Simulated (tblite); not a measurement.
Start geometry of `[C@@H]1(C[C@@]2(O)[C@@H](C1)[CH]2)Cl` [radical] from a force field or distance geometry (Å):
```
atom  x, y, z in Å
O1    -1.4697    1.7730   -0.3677
C2    -0.5773    0.8079    0.0026
C3    -0.4841    0.3859    1.4804
C4    -1.0364   -0.5515    0.4354
C5    -0.0243   -1.4908   -0.1619
C6     1.2330   -0.6556   -0.0864
Cl7    2.5920   -1.3384   -0.9872
C8     0.7515    0.6562   -0.6894
H9    -1.1108    2.6886   -0.2536
H10   -1.1669    0.9820    2.1172
H11   -2.1154   -0.8088    0.4202
H12    0.0830   -2.3774    0.4743
H13   -0.2366   -1.7379   -1.2142
H14    1.5117   -0.4482    0.9689
H15    0.6616    0.6094   -1.7866
H16    1.3812    1.5145   -0.3634
```

Q: What comes out of this run: GFN2-xTB geometry optimisation, gas phase in tblite 0.8.0?

A: 
```
atom  x, y, z in Å
O1    -1.429    1.831   -0.483
C2    -0.565    0.883    0.053
C3    -0.697    0.454    1.447
C4    -1.057   -0.530    0.419
C5     0.003   -1.506   -0.056
C6     1.266   -0.650   -0.143
Cl7    2.480   -1.355   -1.238
C8     0.794    0.721   -0.616
H9    -1.108    2.717   -0.280
H10   -1.360    0.863    2.184
H11   -2.087   -0.850    0.314
H12    0.122   -2.345    0.630
H13   -0.261   -1.895   -1.041
H14    1.741   -0.572    0.838
H15    0.661    0.729   -1.700
H16    1.490    1.515   -0.340
```

The energy falls by 10.9 kcal/mol over 49 L-BFGS steps, the largest force on an atom goes from 2.68 to 0.010 eV/Å, and the atoms move by 0.169 Å rms after alignment. The bond that changes most is C2–C3 (ends: carbon bonded to 3 C and O; carbon bonded to 2 C and H), which shortens by 0.075 Å. Bonds longer at the end by more than 0.005 Å: 6 of 17; shorter: 10. Among the angles that change most is C2–C3–H10, from 111.5° to 126.7°. Among the dihedrals that turn most is H10–C3–C4–C2, from 98° to 118°. Rotational constants go from 4140, 1100, 984.2 to 3962, 1090, 954.4 MHz. The orientation of the end geometry is arbitrary; only internal coordinates are fixed.

The run took 0.74 s on one thread of an AMD EPYC, on a shared host.

Its GFN2-xTB frequencies are all real (lowest 80 cm⁻¹). 3 starts were optimised and ended at 0.00, 3.04 and 4.67 kcal/mol (GFN2-xTB); the lowest of these is shown.

One conformer stands for the species.

The numbers are calculated, not measured.
